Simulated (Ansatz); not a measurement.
A structure relaxed at PBE0-D4/def2-SVP in Ansatz, charge 1, doublet:

```xyz
3

Pb   -0.0030    0.0068    0.0164
Pb   -0.8374    0.2876    2.7421
Pb    0.8404   -0.2945   -2.7585
```

**Question.** Give its formula and point group.

**Answer.** Pb3⁺. Point group D∞h (tolerance 0.1 Å).

**Question.** Summarise the bond lengths by kind (pairs closer than 1.2 times the sum of covalent radii, bridged metal pairs left out).

**Answer.** 2 × Pb–Pb 2.86 to 2.92 Å.

In the def2 sets Pb takes a core potential; there is no spin–orbit coupling. The charge 1 doublet is spin-contaminated (final ⟨S²⟩ up to 1.34, 0.75 for a pure state). Another isomer (quartet) lies 0.54 eV lower at PBE0-D4/def2-TZVP; other spin states weren't run for this one.
